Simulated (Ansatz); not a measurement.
CH9BSi3 can be A, `C[SiH2][SiH]1B[SiH2]1`, or B, `C[SiH]1[SiH2]B1[SiH3]`.

Isolated molecules relaxed with PBE0-D4/def2-TZVP in Ansatz; ΔE leaves out vibrations. CCSD(T)/CBS is the MP2 limit (def2-TZVPP, def2-QZVPP) plus CCSD(T) − MP2 in def2-TZVPP, frozen cores. Functionals use def2-TZVPP. B3LYP here is the variant with VWN-RPA as its local correlation; programs differ in this. Each species was taken in one conformer, which may not be the lowest.

Question: Which isomer does CCSD(T)/CBS put lower? Give the gap. (Best estimate.)

Answer: Computed: B, by 4.5 kJ/mol.

Question: Give E(B) − E(A) in kJ/mol with B3LYP, CCSD(T)/def2-TZVPP, PBE0-D4, B2PLYP, B3LYP-D4, HF/def2-TZVPP, r2SCAN-D4. (Estimate.)

Answer: The calculation gave: B3LYP -5.5, CCSD(T)/def2-TZVPP -6.3, PBE0-D4 -1.6, B2PLYP -7.8, B3LYP-D4 -6.4, HF/def2-TZVPP -7.6, r2SCAN-D4 -3.0. None reverses the order clearly.

Largest T1 diagnostic: 0.015.
